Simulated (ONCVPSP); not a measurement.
What one change does to a pseudopotential (nickel, ONCV)

nickel (Ni), optimised norm-conserving Vanderbilt (ONCV), made with ONCVPSP 4.0.1 (PBE, scalar-relativistic). Core [Ne], reference 3s2 3p6 3d8 4s1 4p1. Waves: 3s+4s: rc 1.40 bohr, ncon 4, nbas 8, qcut 10.2 1/bohr, 2 projectors; 3p+4p: rc 1.60 bohr, ncon 3, nbas 7, qcut 7.9 1/bohr, 2 projectors; 3d: rc 0.95 bohr, ncon 4, nbas 8, qcut 17.6 1/bohr, 3 projectors, debl 3.3 Ha; f scattering state at 0.05 Ha: rc 1.30 bohr, ncon 4, nbas 8, qcut 8.6 1/bohr, 2 projectors, debl 2.5 Ha. Local part: polynomial inside 0.70 bohr (lpopt 3, dvloc0 2 Ha). Core correction: none.

Change: d: qcut 19.6.

Cutoffs: the cutoffs (Ha) at which the residual kinetic energy of the hardest occupied pseudo-wave falls to 1 and 0.1 mHa per electron; they do not see the model core or the augmentation charge, which bear on the density cutoff. Errors are all-electron minus pseudo energies relative to the spin-unpolarised reference configuration.

How do hardness, ghosts and transferability respond?

The potential gets harder (111 Ha and 126 Ha → 123 Ha and 142 Ha); the errors of the 4 common tests hardly move; neither file shows a bound ghost. The waves are optimised to have the least kinetic energy above qcut, so the cutoff follows it (qcut²/2 in Ha).

```csv
quantity,base,changed
"cutoff, loose",111 Ha,123 Ha
"cutoff, tight",126 Ha,142 Ha
loose cutoff by channel,"s 27 Ha, p 25 Ha, d 111 Ha","s 27 Ha, p 25 Ha, d 123 Ha"
bound ghosts,none,none
GHOST(+) flags under 300 eV,none,none
"error for 3s2 3p6 3d8 4s2 4p0, meV [ΔE -4.60 eV]",+0.6,+0.6
"error for 3s2 3p6 3d8 4s1 4p0, meV [ΔE 4.73 eV]",-0.5,-0.5
"error for 3s2 3p6 3d8 4s0 4p0, meV [ΔE 22.08 eV]",-1.8,-1.9
"error for 3s2 3p6 3d9 4s1 4p0, meV [ΔE -6.19 eV]",-1.9,-1.6
s: phases at 1.42 bohr within 0.05 rad from the reference energy up to (Ha; the scan ends near 5),to the end of the scan,to the end of the scan
p: phases at 1.63 bohr within 0.05 rad from the reference energy up to (Ha; the scan ends near 5),to the end of the scan,to the end of the scan
d: phases at 0.97 bohr within 0.05 rad from the reference energy up to (Ha; the scan ends near 5),to the end of the scan,to the end of the scan
f: phases at 1.32 bohr within 0.05 rad from the reference energy up to (Ha; the scan ends near 5),to the end of the scan,to the end of the scan
```
